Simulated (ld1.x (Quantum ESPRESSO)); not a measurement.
## Pseudopotential generation for C: RRKJ, PBE, scalar-relativistic.

```json
{
 "Element": "C (Z = 6)",
 "Generator": "ld1.x (Quantum ESPRESSO) 7.5",
 "Type": "norm-conserving RRKJ (Kleinman–Bylander form)",
 "Functional": "PBE",
 "Relativity": "scalar-relativistic",
 "Frozen core": "[He]",
 "Valence charge": "4",
 "Reference configuration": "2s2 2p1.5 (charge +0.5)",
 "Partial waves": "2p (bound): rc 2.05 bohr; 3d channel at 0.05 Ry: rc 2.05 bohr; 2s (bound): rc 1.00 bohr",
 "Local potential": "the s channel",
 "Core correction": "none",
 "rho0": "0.01"
}
```

* Cutoffs needed: 35 Ry and 90 Ry (the cutoffs (Ry, on a coarse ladder) from which the occupation-weighted sum of valence levels, in a spherical-Bessel basis at the reference potential, stays within 10 and 1 mRy of its value at 400 Ry)
* Ghost test: no extra level below or beside the all-electron valence levels (p, d, s, f tested) (spherical-Bessel basis up to 400 Ry, 20 bohr box)
* Largest excitation error: +657 meV (all-electron minus pseudo) for 2s1 2p0, out of 7 test configurations
